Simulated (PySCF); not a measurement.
CH10O2PSi3 (doublet state).
Numbering: `[SiH3:1][O:2][SiH:3][CH2:4][O:5][SiH2:6][PH2:7]` (hydrogens: H8, H9, H10 on Si1; H11 on Si3; H12, H13 on C4; H14, H15 on Si6; H16, H17 on P7)

Geometry (GFN2-xTB, Å), atoms numbered from 1 in this order:
```
atom  x, y, z in Å
Si1   -2.2914    1.1334    0.8304
O2    -2.4697   -0.0308   -0.3018
Si3   -1.8234   -1.2001   -1.2111
C4    -0.2411   -1.8406   -0.3489
O5     0.4387   -0.6795    0.0878
Si6    2.0086   -0.3354   -0.0032
P7     2.0447    1.7013    0.9003
H8    -2.3248    0.4616    2.1274
H9    -1.0371    1.8474    0.6058
H10   -3.4685    1.9660    0.5952
H11   -1.5215   -0.5820   -2.5023
H12    0.3876   -2.4176   -1.0299
H13   -0.4358   -2.4644    0.5274
H14    2.8301   -1.2663    0.7822
H15    2.4809   -0.4181   -1.3950
H16    3.4253    1.7527    0.9268
H17    1.9906    2.3845   -0.3021
```

The hyperfine couplings belong to this conformer and change with its torsions.

Computed with UKS B3LYP, pcH-1 on C H O P Si, non-relativistic, mean-field spin-orbit, GIAO (PySCF 2.14.0). One conformer (not necessarily the lowest) at the GFN2-xTB geometry, without solvent, vibrations or thermal averaging. GFN2-xTB frequencies show an imaginary mode (34i cm⁻¹), so this geometry is no minimum at that level. The geometry wasn't refined by DFT: couplings that depend on bond lengths, twists or pyramidal angles can differ widely from those at the functional's own minimum, by a factor of two or more for some ions and for spin on atoms past the first row. The SCF solution wasn't tested for stability.

Problem. Predict the first-order ENDOR lines of H11, H12/H13, H8/H9/H10, H16/H17 and P7 under fast tumbling at B = 341.9 mT (X band).

Solution. ν± = |νn ± a/2|, one line for each electron-spin manifold; νn = |g_N| × 7.62259 MHz/T × B.

| nuclei | isotope | g_N | νn (MHz) | a_iso (MHz) | lower line (MHz) | upper line (MHz) |
| --- | --- | --- | --- | --- | --- | --- |
| H11 | 1H | 5.5857 | 14.56 | 117.13 | 44.01 | 73.12 |
| H12/H13 | 1H | 5.5857 | 14.56 | -2.79 | 13.16 | 15.95 |
| H8/H9/H10 | 1H | 5.5857 | 14.56 | 1.99 | 13.56 | 15.55 |
| H16/H17 | 1H | 5.5857 | 14.56 | 0.51 | 14.30 | 14.81 |
| P7 | 31P | 2.2632 | 5.90 | 7.22 | 2.29 | 9.51 |

Problem. Which pairs are centred on the nuclear Larmor frequency, and which on half the coupling?

Solution. Centred on νn, since |a| < 2νn: H12/H13, H8/H9/H10, H16/H17 and P7. Centred on |a|/2 and split by 2νn: H11.

Class means assume fast exchange of nuclei equivalent by connectivity; if that motion is slow, each nucleus keeps its own coupling. The three 1H nuclei of mean +2.0 MHz run from -1.0 to 7.7 MHz in the frozen geometry.

The run took 1.9 min (grids of density and orbitals included) on one thread of an Arm Neoverse V2, no GPU, on a shared host, and the process peaked at 1.2 GiB of memory.
